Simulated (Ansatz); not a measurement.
Harmonic vibrations of CH4FInTe, SMILES `[CH3][In]([F])[TeH]` by finite differences.

```yaml
crystal:
  periodic: [false, false, false]
  atoms:
    - {symbol: C, position_ang: [-0.026974, 1.434406, -0.830230]}
    - {symbol: In, position_ang: [0.078969, -0.373265, 0.297701]}
    - {symbol: F, position_ang: [1.368208, -0.323558, 1.777902]}
    - {symbol: Te, position_ang: [-1.112885, -2.768461, 0.237283]}
    - {symbol: H, position_ang: [-0.722512, 1.336122, -1.661846]}
    - {symbol: H, position_ang: [-0.352396, 2.236500, -0.167144]}
    - {symbol: H, position_ang: [0.970532, 1.666616, -1.203905]}
    - {symbol: H, position_ang: [-0.202931, -3.208351, 1.550249]}
basis:
  gaussian: {orbitals: def2-TZVP}
hamiltonian: {xc: pbe0, dispersion: d4}
phonons: {temperatures: {t_min: 298.15, t_max: 900, t_step: 200}}
```

```sh
$ ansatz run in.yaml --threads 4 --pin off --events-out ev --progress --plain
```

It prints (some lines left out):

```
Functional definition: PBE0
mean field -16286.30166187 eV, -598.5105468218 hartree, gradient 5.9e-5 eV, S^2 0.000000; 0 other end points of the search recorded, 0 dependent functions left out
mean field -16286.30150182 eV, -598.5105409403 hartree, gradient 3.2e-6 eV, S^2 0.000000; 0 other end points of the search recorded, 0 dependent functions left out
mean field -16286.30150684 eV, -598.5105411249 hartree, gradient 3.2e-6 eV, S^2 0.000000; 0 other end points of the search recorded, 0 dependent functions left out
mean field -16286.30159448 eV, -598.5105443454 hartree, gradient 3.2e-6 eV, S^2 0.000000; 0 other end points of the search recorded, 0 dependent functions left out
mean field -16286.30151657 eV, -598.5105414821 hartree, gradient 1.6e-6 eV, S^2 0.000000; 0 other end points of the search recorded, 0 dependent functions left out
mean field -16286.30150252 eV, -598.5105409659 hartree, gradient 1.6e-6 eV, S^2 0.000000; 0 other end points of the search recorded, 0 dependent functions left out
mean field -16286.30153907 eV, -598.5105423090 hartree, gradient 1.6e-6 eV, S^2 0.000000; 0 other end points of the search recorded, 0 dependent functions left out
mean field -16286.30162899 eV, -598.5105456137 hartree, gradient 1.6e-6 eV, S^2 0.000000; 0 other end points of the search recorded, 0 dependent functions left out
mean field -16286.30162045 eV, -598.5105452999 hartree, gradient 3.1e-6 eV, S^2 0.000000; 0 other end points of the search recorded, 0 dependent functions left out
mean field -16286.30160924 eV, -598.5105448878 hartree, gradient 1.6e-6 eV, S^2 0.000000; 0 other end points of the search recorded, 0 dependent functions left out
mean field -16286.30160432 eV, -598.5105447072 hartree, gradient 3.2e-6 eV, S^2 0.000000; 0 other end points of the search recorded, 0 dependent functions left out
mean field -16286.30161672 eV, -598.5105451627 hartree, gradient 3.2e-6 eV, S^2 0.000000; 0 other end points of the search recorded, 0 dependent functions left out
mean field -16286.30160741 eV, -598.5105448204 hartree, gradient 3.2e-6 eV, S^2 0.000000; 0 other end points of the search recorded, 0 dependent functions left out
mean field -16286.30164923 eV, -598.5105463574 hartree, gradient 3.1e-6 eV, S^2 0.000000; 0 other end points of the search recorded, 0 dependent functions left out
mean field -16286.30162153 eV, -598.5105453393 hartree, gradient 1.6e-6 eV, S^2 0.000000; 0 other end points of the search recorded, 0 dependent functions left out
mean field -16286.30165929 eV, -598.5105467271 hartree, gradient 3.1e-6 eV, S^2 0.000000; 0 other end points of the search recorded, 0 dependent functions left out
mean field -16286.30166000 eV, -598.5105467532 hartree, gradient 1.6e-6 eV, S^2 0.000000; 0 other end points of the search recorded, 0 dependent functions left out
mean field -16286.30164364 eV, -598.5105461520 hartree, gradient 3.2e-6 eV, S^2 0.000000; 0 other end points of the search recorded, 0 dependent functions left out
mean field -16286.30161044 eV, -598.5105449320 hartree, gradient 3.2e-6 eV, S^2 0.000000; 0 other end points of the search recorded, 0 dependent functions left out
mean field -16286.30162043 eV, -598.5105452991 hartree, gradient 3.2e-6 eV, S^2 0.000000; 0 other end points of the search recorded, 0 dependent functions left out
mean field -16286.30165639 eV, -598.5105466207 hartree, gradient 1.6e-6 eV, S^2 0.000000; 0 other end points of the search recorded, 0 dependent functions left out
mean field -16286.30159243 eV, -598.5105442702 hartree, gradient 3.2e-6 eV, S^2 0.000000; 0 other end points of the search recorded, 0 dependent functions left out
mean field -16286.30167700 eV, -598.5105473780 hartree, gradient 1.6e-6 eV, S^2 0.000000; 0 other end points of the search recorded, 0 dependent functions left out
mean field -16286.30162986 eV, -598.5105456456 hartree, gradient 3.2e-6 eV, S^2 0.000000; 0 other end points of the search recorded, 0 dependent functions left out
mean field -16286.30162382 eV, -598.5105454236 hartree, gradient 1.6e-6 eV, S^2 0.000000; 0 other end points of the search recorded, 0 dependent functions left out
mean field -16286.30161926 eV, -598.5105452560 hartree, gradient 3.2e-6 eV, S^2 0.000000; 0 other end points of the search recorded, 0 dependent functions left out
mean field -16286.30160128 eV, -598.5105445955 hartree, gradient 3.2e-6 eV, S^2 0.000000; 0 other end points of the search recorded, 0 dependent functions left out
mean field -16286.30165574 eV, -598.5105465967 hartree, gradient 1.6e-6 eV, S^2 0.000000; 0 other end points of the search recorded, 0 dependent functions left out
mean field -16286.30164427 eV, -598.5105461753 hartree, gradient 1.6e-6 eV, S^2 0.000000; 0 other end points of the search recorded, 0 dependent functions left out
mean field -16286.30160179 eV, -598.5105446141 hartree, gradient 3.2e-6 eV, S^2 0.000000; 0 other end points of the search recorded, 0 dependent functions left out
mean field -16286.30158768 eV, -598.5105440954 hartree, gradient 3.2e-6 eV, S^2 0.000000; 0 other end points of the search recorded, 0 dependent functions left out
mean field -16286.30164130 eV, -598.5105460659 hartree, gradient 3.2e-6 eV, S^2 0.000000; 0 other end points of the search recorded, 0 dependent functions left out
mean field -16286.30163997 eV, -598.5105460170 hartree, gradient 3.2e-6 eV, S^2 0.000000; 0 other end points of the search recorded, 0 dependent functions left out
mean field -16286.30159919 eV, -598.5105445185 hartree, gradient 3.2e-6 eV, S^2 0.000000; 0 other end points of the search recorded, 0 dependent functions left out
mean field -16286.30160235 eV, -598.5105446347 hartree, gradient 3.2e-6 eV, S^2 0.000000; 0 other end points of the search recorded, 0 dependent functions left out
mean field -16286.30160499 eV, -598.5105447317 hartree, gradient 3.2e-6 eV, S^2 0.000000; 0 other end points of the search recorded, 0 dependent functions left out
mean field -16286.30162562 eV, -598.5105454899 hartree, gradient 3.2e-6 eV, S^2 0.000000; 0 other end points of the search recorded, 0 dependent functions left out
mean field -16286.30156473 eV, -598.5105432521 hartree, gradient 3.2e-6 eV, S^2 0.000000; 0 other end points of the search recorded, 0 dependent functions left out
mean field -16286.30157723 eV, -598.5105437115 hartree, gradient 1.6e-6 eV, S^2 0.000000; 0 other end points of the search recorded, 0 dependent functions left out
mean field -16286.30165014 eV, -598.5105463909 hartree, gradient 1.6e-6 eV, S^2 0.000000; 0 other end points of the search recorded, 0 dependent functions left out
mean field -16286.30164364 eV, -598.5105461522 hartree, gradient 3.2e-6 eV, S^2 0.000000; 0 other end points of the search recorded, 0 dependent functions left out
mean field -16286.30163488 eV, -598.5105458302 hartree, gradient 3.2e-6 eV, S^2 0.000000; 0 other end points of the search recorded, 0 dependent functions left out
mean field -16286.30164249 eV, -598.5105461098 hartree, gradient 1.6e-6 eV, S^2 0.000000; 0 other end points of the search recorded, 0 dependent functions left out
mean field -16286.30164429 eV, -598.5105461757 hartree, gradient 3.2e-6 eV, S^2 0.000000; 0 other end points of the search recorded, 0 dependent functions left out
mean field -16286.30164640 eV, -598.5105462535 hartree, gradient 1.6e-6 eV, S^2 0.000000; 0 other end points of the search recorded, 0 dependent functions left out
mean field -16286.30164951 eV, -598.5105463676 hartree, gradient 1.6e-6 eV, S^2 0.000000; 0 other end points of the search recorded, 0 dependent functions left out
mean field -16286.30166185 eV, -598.5105468211 hartree, gradient 3.2e-6 eV, S^2 0.000000; 0 other end points of the search recorded, 0 dependent functions left out
mean field -16286.30162926 eV, -598.5105456237 hartree, gradient 3.2e-6 eV, S^2 0.000000; 0 other end points of the search recorded, 0 dependent functions left out
mean field -16286.30162710 eV, -598.5105455441 hartree, gradient 1.6e-6 eV, S^2 0.000000; 0 other end points of the search recorded, 0 dependent functions left out
Total energy: -16286.44207791 eV, -598.5157070164 hartree
Atom 0 at    -0.026974     1.434406    -0.830230 Å, force    -0.001493     0.003599    -0.001424 eV/Å
Atom 1 at     0.078969    -0.373265     0.297701 Å, force     0.002579     0.000629     0.003082 eV/Å
Atom 2 at     1.368208    -0.323558     1.777902 Å, force    -0.003128    -0.003023    -0.001888 eV/Å
Atom 3 at    -1.112885    -2.768461     0.237283 Å, force     0.000493     0.001159     0.000217 eV/Å
Atom 4 at    -0.722512     1.336122    -1.661846 Å, force     0.003058    -0.000455     0.003745 eV/Å
Atom 5 at    -0.352396     2.236500    -0.167144 Å, force     0.000179    -0.002019    -0.003015 eV/Å
Atom 6 at     0.970532     1.666616    -1.203905 Å, force    -0.002275    -0.000159    -0.000734 eV/Å
Atom 7 at    -0.202931    -3.208351     1.550249 Å, force     0.000586     0.000269     0.000016 eV/Å
Dipole moment:    -0.339472     0.195052    -0.505098 e Å
Vibrations: 28.76 73.06 106.14 120.05 194.65 199.93 491.24 517.70 567.36 710.57 742.32 1190.95 1445.24 1446.88 2159.83 3070.64 3166.63 3181.18 cm⁻¹, zero-point energy 1.203460 eV
```

It took 110 s on 4 threads of a server CPU on a shared host, with 0.51 GiB of host memory at the peak.
